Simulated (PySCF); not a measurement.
# Pr(NH2)3 at several levels of theory

Computed with PySCF 2.14.0 (density fitting, no spin-orbit coupling) at the geometry relaxed with PBE0:

```xyz
10
Pr(NH2)3 (singlet in the valence; each metal's 4f electrons, 2 of them, lie in its core potential, out of spins and levels; a saddle point, relaxed within its symmetry)
Pr   -0.0212   -0.0366    0.5667
N     2.2014    0.0092    0.1501
H     2.8197    0.8200    0.0927
H     2.7644   -0.7817   -0.1675
N    -1.0928    1.9111    0.1497
H    -0.6997    2.8520    0.0923
H    -2.0591    2.0032   -0.1680
N    -1.1097   -1.9221   -0.0960
H    -1.5406   -2.6683    0.4512
H    -1.2624   -2.1868   -1.0711
```

```json
{"level": "PBE0", "basis": "Pr lcecp-1-SVP with ECP48, N def2-SVP, H def2-SVP", "state": "singlet", "HOMO (eV)": "-5.74", "gap (eV)": "4.54", "charge on Pr1 (e)": "0.95", "population of f-type functions on Pr1 (polarisation alone where 4f lies in the core)": "0.08", "dipole about the centre of mass (D)": "1.91", "largest force component (eV/Å)": "0.01"}
{"level": "BP86", "basis": "the same", "state": "singlet", "HOMO (eV)": "-4.48", "gap (eV)": "2.74", "charge on Pr1 (e)": "0.76", "population of f-type functions on Pr1 (polarisation alone where 4f lies in the core)": "0.07", "dipole about the centre of mass (D)": "1.72", "largest force component (eV/Å)": "0.43"}
{"level": "PBE0", "basis": "Pr lcecp-1-TZVP with ECP48, N def2-TZVP, H def2-TZVP", "state": "singlet", "HOMO (eV)": "-5.92", "gap (eV)": "4.66", "charge on Pr1 (e)": "1.52", "population of f-type functions on Pr1 (polarisation alone where 4f lies in the core)": "0.09", "dipole about the centre of mass (D)": "2.13", "largest force component (eV/Å)": "0.42"}
```

In the lcecp rows the 4f levels are missing from HOMO and gap, and the state counts the valence alone.

Charges are Mulliken's, which hang on the basis. The relaxation used the grid (50, 194), these runs (75, 302) or, all-electron (x2c bases, spin-free X2C Hamiltonian), (99, 590).

Task: What does TPSSh with Pr lcecp-1-SVP with ECP48, N def2-SVP, H def2-SVP give here?

Result: state singlet, HOMO (eV) -4.96, gap (eV) 3.56, charge on Pr1 (e) 0.93, population of f-type functions on Pr1 (polarisation alone where 4f lies in the core) 0.07, dipole about the centre of mass (D) 1.90, largest force component (eV/Å) 0.17. Time: 10 s on 2 threads of Arm Neoverse V1, with other jobs on the host, from an already converged density.

In the first row's basis the gap widens with exact exchange: 2.7 eV for BP86 (none); 3.6 to 4.5 eV for TPSSh, PBE0 (a fixed share).

An lcecp potential fixes the number of 4f electrons, so in runs with it no electron can move into or out of that shell.
